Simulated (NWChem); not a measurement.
System: C₂H₄Cl₂Si; SMILES C=C(Cl)[SiH2]Cl

The following NWChem deck was run.

```
start job
memory heap 200 mb stack 900 mb global 1100 mb
geometry units angstroms noautosym nocenter noautoz
  C     -1.477513    -1.618558    -0.690640
  C     -0.480320    -0.955066    -0.098125
  Cl     1.098578    -1.674075     0.064507
  Si    -0.647901     0.763946     0.629843
  Cl     0.586118     2.080872    -0.376391
  H     -2.460591    -1.149844    -0.790444
  H     -1.348719    -2.629611    -1.088527
  H     -2.060732     1.204393     0.467196
  H     -0.238188     0.754046     2.058970
end
basis spherical
  * library 6-31g*
end
dft
  xc b3lyp
  iterations 150
end
property
  shielding
end
task dft property
```

Excerpt of the output:

```
             Northwest Computational Chemistry Package (NWChem) 7.3.0
             --------------------------------------------------------

                             Geometry "geometry" -> ""
                             -------------------------

 Output coordinates in angstroms (scale by  1.889725989 to convert to a.u.)

  No.       Tag          Charge          X              Y              Z
 ---- ---------------- ---------- -------------- -------------- --------------
    1 C                    6.0000    -1.47751300    -1.61855800    -0.69064000
    2 C                    6.0000    -0.48032000    -0.95506600    -0.09812500
    3 Cl                  17.0000     1.09857800    -1.67407500     0.06450700
    4 Si                  14.0000    -0.64790100     0.76394600     0.62984300
    5 Cl                  17.0000     0.58611800     2.08087200    -0.37639100
    6 H                    1.0000    -2.46059100    -1.14984400    -0.79044400
    7 H                    1.0000    -1.34871900    -2.62961100    -1.08852700
    8 H                    1.0000    -2.06073200     1.20439300     0.46719600
    9 H                    1.0000    -0.23818800     0.75404600     2.05897000

 Effective nuclear repulsion energy (a.u.)     325.0168352764

                              NWChem Property Module
                              ----------------------

  itol2e modified to match energy
  convergence criterion.

                                 NWChem DFT Module
                                 -----------------

 Summary of "ao basis" -> "ao basis" (spherical)
 ------------------------------------------------------------------------------
       Tag                 Description            Shells   Functions and Types
 ---------------- ------------------------------  ------  ---------------------
 C                           6-31g*                  6       14   3s2p1d
 Cl                          6-31g*                  8       18   4s3p1d
 Si                          6-31g*                  8       18   4s3p1d
 H                           6-31g*                  2        2   2s

  itol2e modified to match energy
  convergence criterion.

[...]

          -----------------------------------------
          Chemical Shielding Tensors (GIAO, in ppm)
          -----------------------------------------

                                NWChem CPHF Module
                                ------------------

  scftype          =     RHF
  nclosed          =       32
  nopen            =        0
  variables        =     1856
  # of vectors     =        3
  tolerance        = 0.10D-03
  level shift      = 0.00D+00
  max iterations   =       50
  max subspace     =       30

 SCF residual:    1.8014521520173669E-005

Iterative solution of linear equations
  No. of variables     1856
  No. of equations        3
  Maximum subspace       30
        Iterations       50
       Convergence  1.0D-04

   iter   nsub   residual    time
   ----  ------  --------  ---------
     1      3    4.21D-01      62.3
     2      6    2.30D-02      67.4
     3      9    1.19D-03      73.4
     4     12    4.79D-05      80.9

      Atom:    1  C
        Diamagnetic
    264.6014      2.6287      7.1329
      2.6287    260.3544      7.4697
      7.1329      7.4697    249.7426

        Paramagnetic
   -236.7076     66.9603    -14.6283
     66.9603   -233.1110    -42.6807
    -14.6283    -42.6807   -114.9393

        Total Shielding Tensor
     27.8937     69.5890     -7.4954
     69.5890     27.2434    -35.2110
     -7.4954    -35.2110    134.8033

           isotropic =      63.3135
          anisotropy =     134.6078

          Principal Components and Axis System
                 1           2           3
              153.0520     81.1503    -44.2620

      1        -0.2728      0.6769     -0.6836
      2        -0.3963      0.5684      0.7210
      3         0.8767      0.4676      0.1132

      Atom:    2  C
        Diamagnetic
    264.2762     -4.3089      5.6632
     -4.3089    263.1166      8.7499
      5.6632      8.7499    243.2148

        Paramagnetic
   -256.3296     64.8477    -19.8973
     64.8477   -232.2670    -36.1915
    -19.8973    -36.1915   -129.0405

        Total Shielding Tensor
      7.9466     60.5388    -14.2341
     60.5388     30.8496    -27.4417
    -14.2341    -27.4417    114.1743

           isotropic =      50.9902
          anisotropy =     121.8720

          Principal Components and Axis System
                 1           2           3
              132.2382     63.2338    -42.5014

      1        -0.2991      0.5739      0.7624
      2        -0.4116      0.6433     -0.6456
      3         0.8609      0.5069     -0.0438

      Atom:    3  Cl
        Diamagnetic
   1151.7527     -5.9804      0.8932
     -5.9804   1145.8500     -0.1707
      0.8932     -0.1707   1140.4955

        Paramagnetic
   -289.5278   -191.5188     -9.6083
   -191.5188   -512.0976    -88.0262
     -9.6083    -88.0262   -467.6794

        Total Shielding Tensor
    862.2249   -197.4991     -8.7151
   -197.4991    633.7524    -88.1970
     -8.7151    -88.1970    672.8162

           isotropic =     722.9311
          anisotropy =     386.6331

          Principal Components and Axis System
                 1           2           3
              980.6865    703.4415    484.6654

      1         0.8486     -0.3051      0.4322
      2        -0.5144     -0.2853      0.8087
      3         0.1234      0.9086      0.3991

      Atom:    4  Si
        Diamagnetic
    881.4936      2.2816     -2.8771
      2.2816    886.3288     -0.4775
     -2.8771     -0.4775    878.9644

        Paramagnetic
   -471.7320      4.0241     -5.9817
      4.0241   -466.4619     -2.1673
     -5.9817     -2.1673   -488.0305

[...]
```

Level: B3LYP/6-31G* (spherical d), GIAO. All runs use the structure optimised with PBE0/def2-SVP. B3LYP is NWChem's, with the RPA form of VWN correlation. The printed shielding anisotropy is the first printed principal value minus the mean of the other two.
